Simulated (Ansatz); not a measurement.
`[SiH3]CC[AsH2]` + H₂ → arsine + `CC[SiH3]`  (hydrogenolysis of the As–C bond)

Computed with Ansatz on PBE0-D4/def2-TZVP structures; ΔE is electronic, products minus reactants. CCSD(T)/CBS adds triple-zeta CCSD(T) − MP2 to the extrapolated MP2 energy (def2 sets, frozen cores). This one scheme is used for every species. Functionals use def2-TZVPP. For As outer-core shells are correlated without core-valence functions, which leaves a few kJ/mol of doubt a bond. Scalar relativity is left out up to krypton. Each species was taken in one conformer, which may not be the lowest.

`[SiH3]CC[AsH2]`:

Cartesian coordinates in Å:
```
Si 0.244 -0.173 -1.991
C 0.176 0.443 -0.214
C -0.315 -0.617 0.759
As -0.428 -0.081 2.663
H -1.110 -0.604 -2.435
H 0.730 0.893 -2.909
H 1.160 -1.342 -2.092
H -0.472 1.325 -0.177
H 1.174 0.790 0.072
H 0.329 -1.501 0.741
H -1.318 -0.965 0.493
H -1.117 1.251 2.389
H 0.946 0.580 2.700
```

H₂:

```xyz
2

H    -0.323   -0.010   -0.186
H     0.323    0.010    0.186
```

`[AsH3]`:

Cartesian coordinates in Å:
```
As 0.072 -0.490 0.399
H 1.187 0.481 0.038
H -0.343 -0.637 -1.057
H -0.916 0.646 0.621
```

`CC[SiH3]`:

Z-matrix (Å, degrees):
```
C
C 1 1.526
H 1 1.093 2 111.4
H 1 1.093 2 111.6 3 120.1
H 1 1.093 2 111.4 3 -119.8
Si 2 1.876 1 113.4 3 59.9
H 2 1.095 1 110.5 3 -178.6
H 2 1.095 1 110.5 3 -61.7
H 6 1.489 2 110.4 1 -59.6
H 6 1.489 2 110.4 1 59.7
H 6 1.489 2 111.1 1 -180.0
```

| level | ΔE (kcal/mol) |
| --- | --- |
| r2SCAN-D4 | -12.6 |
| ωB97X-V | -13.2 |
| B2PLYP | -13.8 |
| r2SCAN | -13.1 |
| HF/def2-TZVPP | -18.9 |
| MP2/def2-TZVPP | -9.8 |
| SCS-MP2/def2-TZVPP | -11.4 |
| CCSD/def2-TZVPP | -13.3 |

Problem. What does CCSD(T)/CBS give? (An estimate is asked.)

Solution. The calculation gave: -11.6 kcal/mol. The listed levels differ from it by -1.0, -1.6, -2.2, -1.5, -7.3, 1.8, 0.2, -1.7 kcal/mol.

Largest T1 diagnostic among the species: 0.011.

In def2-TZVPP, CCSD(T) changes the Hartree–Fock value by +6.9 kcal/mol (the triples alone add +1.4 kcal/mol) and MP2 by +9.1 kcal/mol. The D4 term adds +3.0 kcal/mol with B3LYP and +1.6 kcal/mol with PBE0; it sums over pairs of atoms, weighted by their polarisabilities, and B3LYP, whose exchange is more repulsive, gets the larger term. From PBE to PBE0 (25 % exact exchange), in def2-TZVPP and without D4, ΔE moves by −0.9 kcal/mol.

B3LYP here is the variant with VWN-RPA as its local correlation; programs differ in this.
